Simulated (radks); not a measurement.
The numbers below are computed, except where a source is named.
The xenon ion Xe+, 53 electrons, occupied as [Kr] 4d10 5s2 5p5.

Code: a radial shooting solver on a logarithmic mesh with Libxc functionals. Model: scalar-relativistic Kohn-Sham, PBE, spin-polarised, spherical densities, finite nucleus; open shells are filled with parallel spins first (spin-orbit coupling, left out, can overturn this in heavy ions); Fermi nuclear charge, rms radius 4.7859 fm.

Energy parts (eV):
total: -202631.851
kinetic: 213074.838
electron-nucleus: -489911.825
Hartree: 79273.674
exchange-correlation: -5068.538

Orbitals (lengths in bohr, moments of r in powers of bohr):
| orbital | occ. | eigenvalue (eV) | <r^4> | <r> |
|---|---|---|---|---|
| 1s up | 1 | -34380.62 | 2.434e-06 | 0.02666 |
| 1s down | 1 | -34380.58 | 2.434e-06 | 0.02666 |
| 2s up | 1 | -5359.317 | 0.0004121 | 0.1146 |
| 2s down | 1 | -5359.298 | 0.0004121 | 0.1146 |
| 2p up | 3 | -4810.089 | 0.0002986 | 0.1003 |
| 2p down | 3 | -4810.056 | 0.0002986 | 0.1003 |
| 3s up | 1 | -1104.249 | 0.01748 | 0.3064 |
| 3s down | 1 | -1104.215 | 0.01748 | 0.3064 |
| 3p up | 3 | -926.8436 | 0.01833 | 0.3044 |
| 3p down | 3 | -926.8050 | 0.01833 | 0.3044 |
| 3d up | 5 | -663.7347 | 0.01583 | 0.2809 |
| 3d down | 5 | -663.6976 | 0.01583 | 0.2809 |
| 4s up | 1 | -207.5319 | 0.4935 | 0.7167 |
| 4s down | 1 | -207.4530 | 0.4932 | 0.7167 |
| 4p up | 3 | -151.3524 | 0.6726 | 0.7648 |
| 4p down | 3 | -151.2721 | 0.6713 | 0.7647 |
| 4d up | 5 | -69.4606 | 1.363 | 0.8766 |
| 4d down | 5 | -69.3420 | 1.350 | 0.8753 |
| 5s up | 1 | -29.4012 | 21.19 | 1.825 |
| 5s down | 1 | -28.7024 | 21.27 | 1.824 |
| 5p up | 3 | -17.3407 | 46.38 | 2.183 |
| 5p down | 2 | -16.6264 | 47.98 | 2.194 |

The highest occupied level is 5p down at -16.626 eV. The spin density at the nucleus is -0.8218 e/bohr^3 (1s -0.1817, 2s 0.0488, 3s 0.0369, 4s 0.1473, 5s -0.8731). Spin moment in Bohr magnetons: 1. Summed over all electrons, <r^2> = 50.77 bohr^2, which gives a Langevin (diamagnetic) susceptibility term of -40.2 x 10^-6 cm^3/mol. The electron density at the nucleus is 2.806e+05 e/bohr^3 (large components only).
